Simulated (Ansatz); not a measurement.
Start from `COCS[SiH3]` and change one atom or group to get `[AlH2][O]CS[SiH3]`.

Ansatz, PBE0-D4/def2-TZVP geometries, multiplicity 1. Each molecule was computed in one conformer, which needn't be the lowest.

```tsv
property	`COCS[SiH3]`
size of the dipole moment (B3LYP/def2-TZVPP) / D	1.14
LUMO energy (B3LYP/def2-TZVPP) / eV	0.03
HOMO–LUMO gap (PBE/def2-TZVPP) / eV	5.28
HOMO energy (PBE0/def2-TZVPP) / eV	-7.15
LUMO energy (PBE0/def2-TZVPP) / eV	0.25
HOMO energy (B3LYP/def2-TZVPP) / eV	-6.91
```

Q: What does the change do to each property? (Best estimate.)

A: Ansatz gave: 
```
                                        property  `[AlH2][O]CS[SiH3]`  shift
size of the dipole moment (B3LYP/def2-TZVPP) / D                 2.92   1.78
             LUMO energy (B3LYP/def2-TZVPP) / eV                -0.99  -1.02
             HOMO–LUMO gap (PBE/def2-TZVPP) / eV                 4.47  -0.81
              HOMO energy (PBE0/def2-TZVPP) / eV                -7.54  -0.39
              LUMO energy (PBE0/def2-TZVPP) / eV                -0.78  -1.03
             HOMO energy (B3LYP/def2-TZVPP) / eV                -7.35  -0.44
```

With PBE0 the HOMO falls by 0.39 eV and the LUMO falls by 1.03 eV, so the gap narrows by about 0.64 eV. PBE moves the HOMO by -0.23 eV and ωB97M-V by -0.44 eV. Dipoles are sizes alone; their direction can turn.

B3LYP here is the variant with VWN-RPA as its local correlation; programs differ in this.
